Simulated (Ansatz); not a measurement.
# Telling isomers of BH3SeSi apart by their spectra

These gas-phase data were calculated for one isomer of BH3SeSi at PBE0-D3(BJ)/pcseg-1 (harmonic, unscaled wavenumbers; equilibrium rotational constants with average atomic masses):

* rotational constants: 15.04, 3.932, 3.239 GHz
* all wavenumbers above 1500 cm⁻¹: 2760, 2276, 2261

Candidates:

(1) `[BH3-][Si+]=[Se]`, a singlet
(2) `[SiH3]B=[Se]`, a singlet
(3) `B1[SiH2][Se]1`, a singlet

**Question.** Assign the data to one candidate and say why.

**Answer.** Candidate (3). The band at 2760 cm⁻¹ lies where the B–H stretch is expected; (2) has no mode between 2350 and 2900 cm⁻¹. The band at 2276 cm⁻¹ lies where the Si–H stretch is expected; (1) has no mode between 2000 and 2380 cm⁻¹.

The same quantities for all candidates:

|  | rotational constants (GHz) | wavenumbers above 1500 cm⁻¹ | E above the lowest, PBE0-D3(BJ)/pcseg-1 (kcal/mol) |
| --- | --- | --- | --- |
| (1) | 118.6, 2.085, 2.085 | 2596, 2596, 2487 | 9.0 |
| (2) | 84.31, 1.549, 1.549 | 2263, 2263, 2253 | 0.0 |
| (3) | 15.04, 3.932, 3.239 | 2760, 2276, 2261 | 0.4 |

Harmonic stretches to hydrogen usually lie a few per cent above observed fundamentals. Programs: Ansatz 0.2.0.
